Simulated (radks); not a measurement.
Q: The selenium anion Se2-, [Kr], held by a Watson sphere: a shell of charge +2 at radius R that stands for the Madelung well of a crystal (potential energy -2/R inside, -2/r outside, in hartree with lengths in bohr). Calculated with a radial shooting solver on a logarithmic mesh with Libxc functionals: scalar-relativistic Kohn-Sham, LDA (Slater exchange, VWN5 correlation), spin-polarised, spherical densities, point nucleus. Response by self-consistent Sternheimer equations with the Hartree and adiabatic LDA kernel, the relativistic mass of each level held fixed and spin-orbit coupling left out. The sphere does not respond.

| R (bohr) | e(3d) (eV) | e(4s) (eV) | e(4p) (eV) | <r> 4p (bohr) | sum of <r^2> (bohr^2) | X-ray form factor at sin(theta)/lambda = 0.3 1/angstrom | alpha (bohr^3) |
|---|---|---|---|---|---|---|---|
| 2.96 | -50.786 | -16.544 | -6.638 | 2.476 | 60.14 | 23.161 | 45.55 |
| 3.41 | -50.304 | -15.646 | -5.850 | 2.577 | 64.35 | 23.188 | 58.32 |
| 3.67 | -50.037 | -15.199 | -5.428 | 2.630 | 66.69 | 23.200 | 67.06 |
| 4.74 | -49.039 | -13.774 | -3.971 | 2.814 | 75.81 | 23.226 | 115.9 |
| 4.83 | -48.964 | -13.678 | -3.868 | 2.828 | 76.55 | 23.227 | 121.1 |
| 5.14 | -48.716 | -13.370 | -3.535 | 2.873 | 79.10 | 23.230 | 141.0 |
| 5.28 | -48.609 | -13.241 | -3.395 | 2.892 | 80.26 | 23.231 | 150.9 |

Estimate the row for R = 2.62 bohr.

A: e(3d) (eV) -51.192; e(4s) (eV) -17.347; e(4p) (eV) -7.264; <r> 4p (bohr) 2.392; sum of <r^2> (bohr^2) 56.83; X-ray form factor at sin(theta)/lambda = 0.3 1/angstrom 23.142; alpha (bohr^3) 37.71.
